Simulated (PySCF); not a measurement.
Löwdin shares of the frontier orbitals

Species: CH8ClPSi2.
Cartesian coordinates in Å at the GFN2-xTB level; atoms count from 1:
```xyz
13
CH8ClPSi2 angstrom
C     -1.8206   -0.8064    0.0833
Si    -1.0758    0.8886   -0.3359
P      0.7576    1.1474    0.9391
Si     2.1399   -0.4370    0.1897
Cl     2.1775   -0.6574   -1.8192
H     -1.2016   -1.6152   -0.2963
H     -2.8088   -0.9144   -0.3519
H     -1.9127   -0.9363    1.1584
H     -0.7929    0.9810   -1.7740
H     -1.9696    1.9859    0.0510
H      1.2924    2.1688    0.1808
H      3.4957   -0.0935    0.6100
H      1.7145   -1.7112    0.7636
```

Level of theory: PySCF, TDDFT CAM-B3LYP/def2-SVPD, vertical, gas phase, core orbitals frozen in the response.

Kohn–Sham orbitals with the atoms that hold most of them (Löwdin shares over 4%, at most four atoms; ? is withheld):

| orbital | ε (eV) | atoms |
| --- | --- | --- |
| HOMO-3 | -10.55 | Cl5 28%, C1 21%, Si2 17%, P3 8% |
| HOMO-2 | -10.38 | Cl5 42%, Si4 16%, H13 12%, C1 7% |
| HOMO-1 | -9.81 | ? |
| HOMO | -8.57 | ? |
| LUMO | ? | Si2 20%, Si4 19%, P3 15%, Cl5 14% |
| LUMO+1 | 0.88 | Si4 25%, P3 24%, Cl5 13%, H12 10% |
| LUMO+2 | 1.28 | Si4 24%, P3 18%, Si2 16%, H11 9% |

Question: Give the leading atoms of the HOMO-1.

Answer: P3 (bonded to 2 Si and H) 33%; Si2 (bonded to C, P and 2 H) 16%; Si4 (bonded to Cl, P and 2 H) 16%; Cl5 (bonded to Si) 12%. By element: silicon 33%, phosphorus 33%, chlorine 12%.

Question: Which atoms hold the HOMO, and with what shares?

Answer: P3 (bonded to 2 Si and H) 62%; Si2 (bonded to C, P and 2 H) 10%; Cl5 (bonded to Si) 10%; Si4 (bonded to Cl, P and 2 H) 8%. By element: phosphorus 62%, silicon 18%, chlorine 10%.

Question: What is the LUMO energy, and the HOMO–LUMO gap?

Answer: ε(LUMO) = 0.55 eV; the gap is 9.12 eV (0.3350 hartree).

Question: How does S1 compare with the orbital gap of 9.12 eV?

Answer: S1 is at 6.00 eV (f = 0.021), 3.11 eV below the gap, made of HOMO→LUMO (68%), HOMO→LUMO+1 (14%). Without the coupling terms of the response equations the lowest excitation would equal the gap.

Next come S2 at 6.36 eV (f 0.087), HOMO→LUMO+1 (62%), HOMO→LUMO (20%); S3 at 6.70 eV (f 0.045), HOMO→LUMO+2 (48%), HOMO→LUMO+3 (41%); S4 at 6.78 eV (f 0.058), HOMO→LUMO+2 (44%), HOMO→LUMO+3 (34%); S5 at 7.18 eV (f 0.025), HOMO-1→LUMO (37%), HOMO→LUMO+5 (29%), HOMO→LUMO+4 (12%).

Time: 52 s wall; peak memory 0.77 GiB. Hardware: one thread, Arm Neoverse N1 (aarch64), shared host with 64 logical CPUs at a one-minute load of 60.

One conformer stands for the species.

Without π bonds the low states are Rydberg-like; a valence basis with one diffuse set may place them up to an eV too high.
